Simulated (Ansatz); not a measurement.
The inner images of a band of CH₆BOSi (10 atoms, charge 1, multiplicity 1) are given out of order.

The calculation used RKS PBE0-D4/6-31G* (Ansatz 0.2.0).

Initial state:

```xyz
10
Properties=species:S:1:pos:R:3
B -0.687 0.139 -0.980
C 0.356 0.256 -0.020
O 1.507 1.123 0.129
Si -0.526 -0.974 0.924
H -1.205 0.496 -1.986
H 1.327 2.041 -0.163
H 2.302 0.781 -0.333
H -1.464 -0.826 -0.460
H -1.461 -0.633 2.017
H -0.149 -2.402 0.872
```

Final state:

```xyz
10
Properties=species:S:1:pos:R:3
B -0.655 0.090 -1.009
C 0.338 0.281 -0.009
O 1.592 1.003 0.043
Si -0.545 -0.946 0.937
H -1.065 0.298 -2.103
H 1.507 1.883 0.468
H 2.003 1.105 -0.841
H -1.500 -0.780 -0.433
H -1.496 -0.555 1.997
H -0.177 -2.379 0.950
```

Q: Put them in order from the first end to the last, with their energies above the first end.
A.
```xyz
10
Properties=species:S:1:pos:R:3
B -0.637 0.014 -1.074
C 0.359 0.251 -0.090
O 1.616 0.962 -0.134
Si -0.573 -0.884 0.916
H -1.054 0.184 -2.171
H 1.944 1.247 0.743
H 1.580 1.735 -0.736
H -1.510 -0.797 -0.457
H -1.508 -0.399 1.954
H -0.217 -2.313 1.049
```
B.
```xyz
10
Properties=species:S:1:pos:R:3
B -0.643 0.038 -1.052
C 0.346 0.271 -0.059
O 1.616 0.957 -0.082
Si -0.564 -0.908 0.919
H -1.041 0.202 -2.157
H 1.813 1.446 0.743
H 1.691 1.566 -0.847
H -1.516 -0.780 -0.446
H -1.503 -0.453 1.965
H -0.199 -2.338 1.015
```
C.
```xyz
10
Properties=species:S:1:pos:R:3
B -0.645 0.053 -1.038
C 0.340 0.279 -0.038
O 1.615 0.957 -0.043
Si -0.562 -0.918 0.926
H -1.031 0.217 -2.147
H 1.720 1.591 0.697
H 1.785 1.418 -0.892
H -1.517 -0.770 -0.440
H -1.507 -0.479 1.973
H -0.198 -2.349 1.001
```
D.
```xyz
10
Properties=species:S:1:pos:R:3
B -0.655 0.095 -1.008
C 0.340 0.278 -0.007
O 1.588 1.010 0.057
Si -0.546 -0.949 0.937
H -1.071 0.317 -2.096
H 1.481 1.913 0.425
H 2.039 1.061 -0.812
H -1.497 -0.782 -0.437
H -1.499 -0.561 1.997
H -0.181 -2.382 0.944
```
E.
```xyz
10
Properties=species:S:1:pos:R:3
B -0.628 -0.020 -1.112
C 0.374 0.228 -0.135
O 1.583 1.019 -0.196
Si -0.582 -0.849 0.914
H -1.074 0.162 -2.195
H 2.156 0.952 0.593
H 1.412 1.961 -0.408
H -1.487 -0.839 -0.481
H -1.530 -0.341 1.929
H -0.224 -2.272 1.091
```

A: D (0.000 eV), B (+0.029 eV), E (+0.072 eV), A (+0.053 eV), C (+0.014 eV).

Run time: 11 min on 1 thread of Arm Neoverse V2 (shared host), peak memory 0.14 GiB.
